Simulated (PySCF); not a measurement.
Al(H)(NMe2)(SH) (C2H8AlNS), SMILES C[N]([AlH][SH])C.

The structure is a stationary point at ωB97X-D3(BJ)/def2-SVP. The structure was generated by enumeration; whether it is a known compound was not checked. The values are those of a single conformer.

Two levels are set side by side: TDA-PBE/def2-SVPD (PySCF) and TDA-LC-ωPBE/def2-SVPD (PySCF). Vertical, same geometry. The lowest singlet is HOMO→LUMO+1 99 % with PBE and HOMO→LUMO+1 94 % with the other functional; states are paired by order. Differences are taken from unrounded values.

```json
[
 {"quantity": "lowest singlet excitation (eV)", "TDA-LC-ωPBE": "6.09", "TDA-PBE": "4.55", "TDA-PBE minus TDA-LC-ωPBE": "-1.54"},
 {"quantity": "lowest triplet excitation (TDA) (eV)", "TDA-LC-ωPBE": "5.00", "TDA-PBE": "3.76", "TDA-PBE minus TDA-LC-ωPBE": "-1.24"},
 {"quantity": "first bright state (f over 0.05) (eV)", "TDA-LC-ωPBE": "6.09", "TDA-PBE": "4.73", "TDA-PBE minus TDA-LC-ωPBE": "-1.36"},
 {"quantity": "its oscillator strength", "TDA-LC-ωPBE": "0.19", "TDA-PBE": "0.17", "TDA-PBE minus TDA-LC-ωPBE": "-0.02"}
]
```

Functionals without exact exchange tend to place singlet excitations lower, as here. Differences between two approximate levels are no errors against the true value.

Rough cost on one machine, each run with all the roots and properties that it gave: TDA-LC-ωPBE against TDA-PBE about 4 times.
